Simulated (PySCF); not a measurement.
## Heteronuclear NMR

Numbering as in the mapped SMILES `[CH3:1][Si@H:2]1[CH:3]=[C:4]([C:5]([NH2:6])=[O:7])[CH2:8]1`. Each H is labelled by its parent atom. Ha(C8) is cis to C1 on the ring; Ha(N6) is cis to the C=O or C=S heteroatom; Hb(C8) is trans to C1 on the ring; Hb(N6) is trans to the C=O or C=S heteroatom.

PySCF calculation with GFN2-xTB geometry and PBE0/pcSseg-1 with gauge-including orbitals; relativity neglected, one averaged value for each set of equivalent atoms, a single conformation, in vacuum.

**Question.** What are the 29Si shifts?

**Answer.** 
```csv
atoms,environment,σ (ppm),δ (ppm)
Si2,"silicon bonded to 3 C, H, in a 4-membered ring",376.9,-29.8
```

Shieldings were converted by a linear fit to measured shifts: 29Si: δ = 279.94 − 0.822σ (rms 8.9 ppm, 72 shifts, 25.8 ppm with the 6 outliers that the fit left out vs TMS, solution or neat liquid). Occasional misses reach two or three times the rms, and more in compound classes unlike the fitted ones.

On a 400 MHz spectrometer 29Si resonates near 79.5 MHz, so 1 ppm is 79.5 Hz.

**Question.** Predict the 15N NMR data.

**Answer.** 
```tsv
atoms	environment	σ (ppm)	δ (ppm)
N6	amide-type nitrogen	154.3	-290.2
```

Shieldings were converted by a linear fit to measured shifts: 15N: δ = -148.07 − 0.921σ (rms 6.3 ppm, 71 shifts vs CH3NO2, solution or neat liquid). Occasional misses reach two or three times the rms, and more in compound classes unlike the fitted ones.

On a 600 MHz spectrometer 15N resonates near 60.8 MHz, so 1 ppm is 60.8 Hz.

**Question.** Where does 17O resonate?

**Answer.** 
```
atoms                 environment  σ (ppm)  δ (ppm)
   O7  amide-type carbonyl oxygen    -71.2    331.6
```

Shieldings were converted by a linear fit to measured shifts: 17O: δ = 266.70 − 0.911σ (rms 10.7 ppm, 155 shifts, 12.2 ppm with the 3 outliers that the fit left out vs liquid water, solution or neat liquid). Occasional misses reach two or three times the rms, and more in compound classes unlike the fitted ones.

On a 400 MHz spectrometer 17O resonates near 54.2 MHz, so 1 ppm is 54.2 Hz.

Hydrogen bonding in solution shields acid and N–H amide carbonyl oxygens by tens of ppm.
